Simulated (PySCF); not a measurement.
# Ionisation energy of K⁶⁺ by level of theory

K⁶⁺ [Ne] 3s2 3p1 (2P) → K⁷⁺ [Ne] 3s2 (1S), as a difference of total energies. Calculation: PySCF 2.14, in an even-tempered Gaussian basis (18 s from 0.13 bohr⁻², ratio 2.5; 12 p from 0.17 bohr⁻², ratio 2.5; 5 d from 1.5 bohr⁻², ratio 2.7; 5 f from 2.3 bohr⁻², ratio 2.7); no relativity, point nucleus. Correlated levels: outer shells: 1s2 frozen; virtual orbitals above 40 to 60 times the deepest correlated orbital energy dropped. The calculations carry no spin-orbit coupling.

| method | ionisation energy (eV) |
| --- | --- |
| UHF | 116.83 |
| LDA | 117.77 |
| PBE | 117.81 |
| PBE0 | 117.80 |
| r2SCAN | 117.90 |
| M06-2X | 117.66 |
| BLYP | 117.85 |
| MP2 (outer shells) | 117.33 |
| SCS-MP2 (outer shells) | 117.29 |

Q: How much does correlation contribute at MP2 (outer shells)?

A: 117.33 − (116.83) = 0.50 eV, measured against UHF.

A first-order spin-orbit estimate (lowest level to lowest level, LS coupling) adds 0.236 eV.

These non-relativistic numbers lack the scalar-relativistic shift.

For comparison: 117.56 ± 0.11 eV (measured; NIST Atomic Spectra Database, ionization energies).
